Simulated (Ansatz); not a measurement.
C$_{3}$H$_{6}$ClFSi, SMILES `C[C@]1(Cl)[SiH2][C@@H]1F`, charge 0, multiplicity 1.

(1) Give a relaxed structure at PBE0-D4/def2-TZVP (Ansatz 0.2.0). (Estimate.)

## Answers

(1) Ansatz gave: 
Z-matrix (Å, degrees):
```
C
C 1 1.505
H 1 1.093 2 110.7
H 1 1.090 2 110.4 3 -120.3
H 1 1.093 2 110.4 3 119.2
Cl 2 1.774 1 112.6 3 179.7
Si 2 1.876 1 117.9 3 29.9
C 2 1.525 1 116.0 3 -45.3
H 7 1.476 2 121.4 1 151.4
H 7 1.477 2 115.6 1 0.4
F 8 1.367 2 117.1 1 -8.6
H 8 1.088 2 113.8 1 -140.3
```
This is one stationary point; other conformers may exist.
